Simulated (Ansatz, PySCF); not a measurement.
This singlet lies 1.73 eV below the relaxed triplet at the level B3LYP/cc-pVTZ // PBE0-D3(BJ)/def2-TZVP (Ansatz, a quantum-chemistry and plane-wave program).

# C2H4OSi, SMILES `C=C[Si]O` (lower singlet; C–C–Si–O torsion 180°, C–Si–O–H torsion 0°) (charge 0, multiplicity 1)

All values below come from PySCF with PBE0-D3(BJ)/def2-TZVP.

| Item | Value |
|---|---|
| HOMO | -6.44 eV |
| dipole moment | 2.64 D |
| HOMO–LUMO gap | 4.51 eV |
| LUMO | -1.92 eV |
| total energy | -12057.05 eV |
| cost | roughly 30 core-seconds |

```xyz
8

C     -1.4957     0.0618    -0.2404
C     -0.2385     0.2212     0.1822
Si     1.0187    -1.0516    -0.4167
O      2.4153    -0.5224     0.2986
H     -1.7609    -0.7668    -0.8960
H     -2.3106     0.7273     0.0332
H     -0.0198     1.0668     0.8383
H      2.3915     0.2638     0.8512
```
